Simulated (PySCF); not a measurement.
A PySCF script (with the pyscf-properties extension) for the NMR shieldings of SMILES C=CC[SiH2]NC=O, C$_{4}$H$_{9}$NOSi, on a GFN2-xTB geometry:

```python
import basis_set_exchange as bse
import numpy as np
from pyscf import gto, dft
from pyscf.prop import nmr

atoms = """
C    -2.418880    1.254874    0.677976
C    -1.596843    0.667507   -0.173482
C    -1.162839   -0.753880   -0.086773
Si    0.570434   -0.928752    0.703269
N     1.621259    0.029330   -0.333837
C     2.913140    0.042350    0.024726
O     3.313200   -0.568688    0.984637
H    -2.854119    0.713743    1.501960
H    -2.696674    2.290893    0.586436
H    -1.177717    1.236685   -0.994381
H    -1.164803   -1.200598   -1.081615
H    -1.864798   -1.317110    0.525033
H     1.015781   -2.318647    0.640315
H     0.587745   -0.343818    2.039865
H     1.330406    0.558732   -1.139168
H     3.577109    0.646323   -0.618887
"""
names = dict.fromkeys(["C", "Si", "N", "O", "H"], "pcSseg-1")
basis = {el: gto.basis.parse(bse.get_basis(n, elements=[el], fmt="nwchem")) for el, n in names.items()}
mol = gto.M(atom=atoms, basis=basis, charge=0, verbose=0)
mf = dft.RKS(mol, xc="PBE0")
mf.grids.level = 2
mf.grids.alignment = dft.numint.BLKSIZE   # the property module wants whole blocks of grid points
mf.conv_tol = 1e-9
mf.kernel()

calc = nmr.RKS(mf)   # GIAO
C = mf.mo_coeff
Co = C[:, mf.mo_occ > 0]
resp = mf.gen_response(singlet=True, hermi=2)
def vind(x):   # induced exchange potential for any number of trial vectors
    d = np.einsum("pi,xij,qj->xpq", C, 2 * x.reshape(-1, C.shape[1], Co.shape[1]), Co, optimize=True)
    return np.einsum("xpq,pi,qj->xij", resp(d - d.transpose(0, 2, 1)), C, Co, optimize=True).ravel()
mo1, _ = nmr.rhf.solve_mo1(calc, with_cphf=vind)
sigma = calc.kernel(mo1)
for i, s in enumerate(sigma):   # ppm
    w = np.linalg.eigvalsh((s + s.T) / 2)
    print("%2d %-2s iso %8.1f  s11 %8.1f  s22 %8.1f  s33 %8.1f" % (i, mol.atom_pure_symbol(i), w.mean(), *w))
```

Problem. Give the expected output.

Solution. 
```
 0 C  iso     65.5  s11    -46.9  s22     86.1  s33    157.3
 1 C  iso     45.2  s11    -79.0  s22     52.7  s33    161.9
 2 C  iso    164.8  s11    151.3  s22    157.4  s33    185.7
 3 Si iso    383.1  s11    361.1  s22    386.8  s33    401.3
 4 N  iso    144.4  s11     33.4  s22    162.2  s33    237.7
 5 C  iso     18.7  s11    -70.2  s22     28.3  s33     97.9
 6 O  iso   -113.9  s11   -405.7  s22   -234.2  s33    298.2
 7 H  iso     26.3  s11     22.8  s22     25.6  s33     30.5
 8 H  iso     26.4  s11     23.3  s22     25.5  s33     30.4
 9 H  iso     25.6  s11     23.5  s22     24.5  s33     28.9
10 H  iso     30.0  s11     26.8  s22     27.8  s33     35.3
11 H  iso     30.0  s11     26.2  s22     28.7  s33     35.1
12 H  iso     26.7  s11     23.2  s22     25.1  s33     31.7
13 H  iso     27.0  s11     23.4  s22     25.8  s33     31.6
14 H  iso     27.3  s11     22.6  s22     27.7  s33     31.6
15 H  iso     23.3  s11     19.6  s22     22.7  s33     27.6
```

These numbers come from an equivalent density-fitted implementation of the same equations, which agrees with the script to about 0.01 ppm for H and up to a few tenths of a ppm for heavy atoms, so last digits may differ.

Problem. Turn these shieldings into chemical shifts. Chemical shifts δ = σref − σ; ¹³C (σref 186.93), ²⁹Si (σref 349.16), ¹H (σref 31.72) against TMS; ¹⁵N (σref 267.73) vs NH3; ¹⁷O (σref 336.08) vs H2O, all at this level.

Solution. Averaging equivalent atoms: C 5: 168.2; C 1: 141.7; C 0: 121.4; C 2: 22.1; Si 3: -33.9; N 4: 123.3; O 6: 450.0; H 15: 8.43; H 9: 6.08; H 7: 5.42; H 8: 5.30; H 12/13: 4.91; H 14: 4.42; H 10/11: 1.75 ppm. Unscaled 17O shifts of doubly bonded oxygen tend to come out too high, by tens of ppm or more. Experimental scales use liquid or dissolved standards, which lie at an offset from isolated NH3 (liquid NH3: subtract about 20 ppm) and H2O (liquid H2O: subtract about 36 ppm).

Size and cost of the density-fitted run: 171 basis functions, 36 s wall time on 1 thread of an Arm Neoverse N1, shared host; peak memory 0.76 GiB.
